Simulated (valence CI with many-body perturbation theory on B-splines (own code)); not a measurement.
Energy levels of La¹⁶⁺

Computed by configuration interaction combined with many-body perturbation theory (CI+MBPT): five valence electrons over a frozen Dirac-Fock core [Kr], radial functions for each j: 7 s, 7 p, 8 d, 6 f, 4 g, 1 h, with the one-electron correlation potential Σ1, the two-electron term Σ2, the three-electron term Σ3, Breit, model QED; selected CI, second order for the rest, scaled by the run's own slope (own B-spline code, finite nucleus).

No measured levels were compared; by estimate terms of the open shell hold to 2 to 4 % of their energy, and close levels can change places. Among the levels kept, up to 460 cm⁻¹ of a level comes from second order outside the variational space, and about a tenth of that is noise between levels of different J, which matters for small intervals. The list stops below the first excitations out of the core.

Levels 1 to 37 of 37, with energies above the lowest level, 4d5 6S_5/2. "Leading %" is the weight of the configuration and term that name the level; weights of strongly mixed levels are sums over their largest components and can fall short. In the jj column 3d3/2^4 stands for four electrons in 3d with j = 3/2. Lifetimes count E1, E2, E3, M1 and M2 decay at the calculated energies, and are blank where another channel may lead or the interval is too uncertain; long ones can be off by a factor of two.

```csv
No.,Configuration,Term,J,E (cm⁻¹),Leading %,Lifetime,Leading jj
1,4d5,6S,5/2,0.0,79,,4d3/2^3 4d5/2^2 (40 %)
2,4d5,4G,5/2,34946,28,3.18 ms,4d3/2^4 4d5/2 (63 %)
3,4d5,4G,7/2,48335,59,12.2 ms,4d3/2^3 4d5/2^2 (87 %)
4,4d5,4D,3/2,50613,47,1.63 ms,4d3/2^3 4d5/2^2 (88 %)
5,4d5,4G,11/2,51135,72,,4d3/2^3 4d5/2^2 (76 %)
6,4d5,4G,5/2,53373,40,2.41 ms,4d3/2^3 4d5/2^2 (52 %)
7,4d5,4G,9/2,54079,78,175 ms,4d3/2^3 4d5/2^2 (58 %)
8,4d5,4P,1/2,58928,58,37.2 ms,4d3/2^3 4d5/2^2 (59 %)
9,4d5,4D,7/2,66289,57,5.90 ms,4d3/2^2 4d5/2^3 (70 %)
10,4d5,2D,5/2,70563,34,1.53 ms,4d3/2^3 4d5/2^2 (52 %)
11,4d5,2I,11/2,76124,69,4.66 ms,4d3/2^2 4d5/2^3 (80 %)
12,4d5,4D,1/2,77573,65,2.90 ms,4d3/2^2 4d5/2^3 (85 %)
13,4d5,2F,7/2,77997,40,7.26 ms,4d3/2^3 4d5/2^2 (64 %)
14,4d5,4D,3/2,80178,40,2.17 ms,4d3/2^2 4d5/2^3 (60 %)
15,4d5,2G,9/2,82502,48,4.89 ms,4d3/2^2 4d5/2^3 (60 %)
16,4d5,2I,13/2,84064,99,25.3 ms,4d3/2^2 4d5/2^3 (99 %)
17,4d5,4F,3/2,84269,55,1.07 ms,4d3/2^2 4d5/2^3 (72 %)
18,4d5,2F,5/2,88504,34,1.20 ms,4d3/2^2 4d5/2^3 (67 %)
19,4d5,2H,9/2,98777,51,1.16 ms,4d3/2^2 4d5/2^3 (97 %)
20,4d5,4F,5/2,100150,32,840 μs,4d3/2^2 4d5/2^3 (53 %)
21,4d5,2G,7/2,101300,60,4.89 ms,4d3/2^2 4d5/2^3 (92 %)
22,4d5,2F,5/2,107130,44,867 μs,4d3/2^2 4d5/2^3 (55 %)
23,4d5,2D,3/2,107910,62,2.23 ms,4d3/2 4d5/2^4 (44 %)
24,4d5,2F,7/2,111740,67,1.09 ms,4d3/2^2 4d5/2^3 (48 %)
25,4d5,2S,1/2,115610,76,1.12 ms,4d3/2^2 4d5/2^3 (38 %)
26,4d5,4F,7/2,116860,47,1.08 ms,4d3/2 4d5/2^4 (72 %)
27,4d5,2G,9/2,120150,47,1.99 ms,4d3/2 4d5/2^4 (56 %)
28,4d5,2H,11/2,120640,69,786 μs,4d3/2 4d5/2^4 (93 %)
29,4d5,2D,3/2,130860,81,600 μs,4d3/2 4d5/2^4 (53 %)
30,4d5,2D,5/2,134500,58,622 μs,4d3/2 4d5/2^4 (61 %)
31,4d5,2D,5/2,143540,59,707 μs,4d5/2^5 (37 %)
32,4d5,2G,9/2,143840,95,1.34 ms,4d3/2^2 4d5/2^3 (60 %)
33,4d5,2G,7/2,150340,82,1.01 ms,4d3/2 4d5/2^4 (70 %)
34,4d5,2P,3/2,161340,82,1.56 ms,4d3/2^2 4d5/2^3 (80 %)
35,4d5,2P,1/2,173050,87,806 μs,4d3/2 4d5/2^4 (56 %)
36,4d5,2D,5/2,188640,92,,4d3/2^2 4d5/2^3 (62 %)
37,4d5,2D,3/2,194600,81,,4d3/2 4d5/2^4 (78 %)
```

Names give the largest LS component (configuration and term), which can be under half, so a name can repeat, a term be missing and a line seem to break the LS rules; names also repeat where a configuration has a term twice.

Where two levels of one J and parity lie close, their mixing, g and order are uncertain.

The ionisation energy to 4d4 5D_0 of the next ion comes out as 430.66 eV (NIST: 431 ± 3 eV (theoretical)). All 37 levels together are meant to be complete up to 579100 cm⁻¹.
